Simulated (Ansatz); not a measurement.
Ansatz (a first-principles code) input (BLYP/6-31G*):

Ansatz 0.2 input:
```yaml
crystal:
  periodic: [false, false, false]
  atoms:
    - {symbol: O, position_ang: [0.02888100, 1.83339100, -0.77095300]}
    - {symbol: Si, position_ang: [-0.16658900, 0.54991000, 0.27893500]}
    - {symbol: Si, position_ang: [1.95201300, -0.37248700, 0.65520800]}
    - {symbol: Si, position_ang: [-1.79728700, -0.97875700, -0.44888100]}
    - {symbol: H, position_ang: [-0.76222900, 2.23761200, -1.13893000]}
    - {symbol: H, position_ang: [1.76742000, -1.53096600, 1.56378400]}
    - {symbol: H, position_ang: [2.60644600, -0.84195700, -0.59306600]}
    - {symbol: H, position_ang: [2.84066500, 0.61689100, 1.31006700]}
    - {symbol: H, position_ang: [-3.08549400, -0.26586800, -0.64791300]}
    - {symbol: H, position_ang: [-1.45458100, -1.65884400, -1.72607000]}
    - {symbol: H, position_ang: [-1.97718900, -2.00532000, 0.60608100]}
basis:
  gaussian:
    orbitals: 6-31G*
hamiltonian:
  xc: {name: BLYP}
magnetization: {spin_polarized: true, initial_magnetization: 1}
output: {forces: true}
```

Output:

```
Functional definition: BLYP
integrals: 0.04 GiB planned
1065 factors; their error is unknown
mean field: 0.28 GiB planned
mean field evaluation 1: about -25784.4684 eV, gradient 4.0e1 eV
mean field evaluation 2: about -25732.9063 eV, gradient 1.1e2 eV
mean field evaluation 4: about -25790.5178 eV, gradient 5.8e0 eV
mean field evaluation 8: about -25790.7673 eV, gradient 1.2e-1 eV
mean field evaluation 16: about -25790.6630 eV, gradient 7.0e-5 eV
mean field -25790.66299614 eV, -947.7893835688 hartree, gradient 7.0e-5 eV, S^2 0.751695; 0 other end points of the search recorded, 0 dependent functions left out
the calculation of the forces begins
reference -25790.66338548 eV, -947.7893978767 hartree; 29, 28 occupied and 57, 58 virtual orbitals, 1065 factors
Total energy: -25790.66338548 eV, -947.7893978767 hartree
Atom 0 at     0.028881     1.833391    -0.770953 Å, force     0.864133     0.420631    -0.304086 eV/Å
Atom 1 at    -0.166589     0.549910     0.278935 Å, force    -0.242494    -0.410686     0.640395 eV/Å
Atom 2 at     1.952013    -0.372487     0.655208 Å, force    -0.092663     0.064942    -0.055401 eV/Å
Atom 3 at    -1.797287    -0.978757    -0.448881 Å, force     0.110861     0.055102     0.032385 eV/Å
Atom 4 at    -0.762229     2.237612    -1.138930 Å, force    -0.684344     0.314485    -0.271579 eV/Å
Atom 5 at     1.767420    -1.530966     1.563784 Å, force    -0.000357    -0.217449     0.169535 eV/Å
Atom 6 at     2.606446    -0.841957    -0.593066 Å, force     0.172912    -0.109627    -0.212047 eV/Å
Atom 7 at     2.840665     0.616891     1.310067 Å, force     0.193223     0.162411     0.124655 eV/Å
Atom 8 at    -3.085494    -0.265868    -0.647913 Å, force    -0.259415     0.100705    -0.050520 eV/Å
Atom 9 at    -1.454581    -1.658844    -1.726070 Å, force     0.008182    -0.164265    -0.249695 eV/Å
Atom 10 at    -1.977189    -2.005320     0.606081 Å, force    -0.070038    -0.216249     0.176359 eV/Å
Dipole moment:    -0.223790     0.121247    -0.088585 e Å
```

The geometry given is a B3LYP-D3(BJ)/def2-TZVP minimum.
